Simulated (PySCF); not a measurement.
O₂Si, SMILES O=[Si]=O.

Geometry optimised at ωB97X-D3(BJ)/def2-TZVP.

All values below come from ωB97X-D3(BJ)/def2-TZVP in PySCF.

Frequencies are harmonic and unscaled.

Modes within 1.5 cm⁻¹ of each other (mostly degenerate sets) share a row, with their intensities summed.

```json
[
 {"mode": "1–2", "ν (cm⁻¹)": "310", "IR (km/mol)": "185.2", "moving atoms (share of kinetic energy)": "Si 53 %, O 47 %"},
 {"mode": "3", "ν (cm⁻¹)": "1028", "IR (km/mol)": "0.0", "moving atoms (share of kinetic energy)": "O 100 %"},
 {"mode": "4", "ν (cm⁻¹)": "1481", "IR (km/mol)": "106.7", "moving atoms (share of kinetic energy)": "Si 53 %, O 47 %"}
]
```
